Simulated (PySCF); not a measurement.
Harmonic spectrum computed at PBE0 in the def2-TZVP basis family (core potentials from Rb on, PySCF, no spin–orbit coupling):

```
ω (cm⁻¹)  IR (km/mol)
     109          3.2
     257         28.4
    1034          185
```

Task: Which molecule gave it? In each, all ligands are bound to the one heavy central atom.
A. LaOBr (singlet)
B. MoOBr (quartet)
C. HfOBr (doublet)
D. WOBr (quartet)

Result: D. It has Cs symmetry with W–Br 2.453 Å, W–O 1.688 Å.
